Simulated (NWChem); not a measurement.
Species: C4H8O; SMILES C=C(C)OC

```xyz
13

C      1.4416    -0.4546     0.0000
C      0.0990    -0.4755     0.0000
C     -0.7270    -1.7203     0.0000
O     -0.6985     0.6151     0.0000
C     -0.0958     1.8775     0.0000
H      1.9904    -1.3963     0.0000
H      2.0245     0.4665     0.0000
H     -1.3818    -1.7407     0.8854
H     -1.3818    -1.7407    -0.8854
H     -0.0970    -2.6181     0.0000
H     -0.9051     2.6191     0.0000
H      0.5324     2.0284    -0.8962
H      0.5324     2.0284     0.8962
```
Atoms are numbered in this order, from 1.

Results from NWChem. Pople sets run with spherical d functions. Geometry: optimised at PBE0/def2-SVP. Not confirmed as a minimum by frequencies. GIAO values for the isolated, static molecule; σ is the absolute isotropic shielding, δ = σ(reference) − σ with the isolated reference molecule computed at the same levels (13C: tetramethylsilane, 1H: tetramethylsilane, 17O: water).

For level Hartree-Fock/6-31G*:

```yaml
"δ C2 (ppm)": 155.9
"δ C3 (ppm)": 21.1
"δ O4 (ppm)": 57.3
"δ C5 (ppm)": 48.8
"δ H6 (ppm)": 3.72
"δ H7 (ppm)": 3.80
```

**Question.** How do the values read with level LDA (Slater exchange, VWN5)/pcSseg-1 instead?

**Answer.** 
* **δ C2 (ppm)**: 171.6
* **δ C3 (ppm)**: 23.2
* **δ O4 (ppm)**: 148.1
* **δ C5 (ppm)**: 56.2
* **δ H6 (ppm)**: 3.91
* **δ H7 (ppm)**: 3.68
